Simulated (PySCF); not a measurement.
W(NH)(S)(NH2)2 (H5N3SW), SMILES [NH]=[W]([NH2])([NH2])=[S], multiplicity 1. Heavy atoms are numbered as in [W:1](=[NH:2])(=[S:4])([NH2:5])[NH2:8]. Hydrogens are named by the atom that carries them.

The structure is a stationary point at PBE0-D3(BJ)/def2-SVP. The multiplicity is an assumed one; no other spin state was optimised. The structure was generated by enumeration; whether it is a known compound was not checked. The def2 effective core potentials stand for the cores of W; spin–orbit coupling is left out. One conformer was computed; it need not be the lowest.

Computed with PBE/def2-TZVP in PySCF.

ESP charges are fitted to the potential on shells at 1.4 to 2.0 van der Waals radii. Atomic charges (e), one atom of each kind:

```csv
atom,Mulliken,ESP fit
W1,0.98,[?]
N2 (NH),-0.53,-0.60
H on N2,0.24,[?]
S4,-0.38,[?]
N5 (NH2),-0.65,-0.90
H on N5,0.25,0.38
```

Problem. Complete the blanks. (Estimate from the structure and the level; the computed values follow.)

Solution. 
- W1, ESP fit: 0.94
- H on N2, ESP fit: 0.33
- S4, ESP fit: -0.38
